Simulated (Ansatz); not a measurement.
Input file for Ansatz (a first-principles code): R-CCSD(T)/cc-pV(T+d)Z on CH5NOSi (SMILES CO[Si]N), a point of a torsion scan. Files ending in .json are basis or fitting sets from the Basis Set Exchange.

Ansatz 0.2 input:
```yaml
crystal:
  periodic: [false, false, false]
  atoms:
    - {symbol: C, position_ang: [-1.68702578, -0.10618338, 0.24196259]}
    - {symbol: O, position_ang: [-0.58972604, 0.61898180, -0.17689242]}
    - {symbol: Si, position_ang: [-0.36803751, 2.25776216, -0.13104128]}
    - {symbol: N, position_ang: [1.20381981, 2.21919581, -0.79329517]}
    - {symbol: H, position_ang: [-2.58627423, 0.51494242, 0.31071638]}
    - {symbol: H, position_ang: [-1.49441069, -0.54509987, 1.22708698]}
    - {symbol: H, position_ang: [-1.87191350, -0.91521794, -0.47007546]}
    - {symbol: H, position_ang: [1.75577648, 3.04091012, -0.95953458]}
    - {symbol: H, position_ang: [1.67271467, 1.36352946, -1.05839170]}
basis:
  gaussian:
    orbitals: cc-pV_T+d_Z.json
magnetization: {spin_polarized: false}
correlation: {method: ccsd_t, electrons: outside_noble_gas}
scf: {lower_state_search: off}
```

Output:

```
WARN ansatz: RAYON_NUM_THREADS=1 ignored (pool sized by the plan → 1); use --threads N
Functional definition: HF
these checks for a lower state are left out or cut short: stability, starts, cluster_reference, orbital_swaps, neighbouring_geometries, increment
integrals: 0.79 GiB planned
1158 factors; integrals over basis functions are off by at most 1.3e-3 eV
mean field: 0.55 GiB planned
mean field evaluation 1: about -12489.6383 eV, gradient 4.5e1 eV
mean field evaluation 2: about -12489.8235 eV, gradient 4.5e1 eV
mean field evaluation 4: about -12493.9298 eV, gradient 3.8e0 eV
mean field evaluation 8: about -12493.9888 eV, gradient 3.2e-1 eV
mean field -12493.98924725 eV, -459.1456361065 hartree, gradient 2.0e-6 eV, S^2 0.000000; 0 other end points of the search recorded, 0 dependent functions left out
8 core orbitals not correlated
reference -12493.98924725 eV, -459.1456361065 hartree; 12, 12 occupied and 179, 179 virtual orbitals, 1158 factors
second order -19.82066516 eV of doubles, -0.00000000 eV of singles
coupled cluster: 1.12 GiB planned
cycle   1  -20.06397703 eV  change   -2.4e-1 eV  update   1.0e-1
cycle   2  -20.56557500 eV  change   -5.0e-1 eV  update   3.2e-2
cycle   3  -20.68797269 eV  change   -1.2e-1 eV  update   1.8e-2
cycle   4  -20.67216212 eV  change    1.6e-2 eV  update   4.3e-3
cycle   5  -20.66999214 eV  change    2.2e-3 eV  update   2.0e-3
cycle   6  -20.67071601 eV  change   -7.2e-4 eV  update   6.5e-4
cycle   7  -20.67026992 eV  change    4.5e-4 eV  update   2.5e-4
cycle   8  -20.67021795 eV  change    5.2e-5 eV  update   7.7e-5
cycle   9  -20.67025798 eV  change   -4.0e-5 eV  update   2.4e-5
cycle  10  -20.67025296 eV  change    5.0e-6 eV  update   8.3e-6
perturbative correction -0.80823240 eV, -0.0297019928 hartree
Total energy: -12515.46773262 eV, -459.9349558849 hartree
Checks for a lower state left out: stability, starts, cluster_reference, orbital_swaps, neighbouring_geometries, increment
```

Self-consistency was reached.

Cost: about 4 core-minutes (a rough figure).
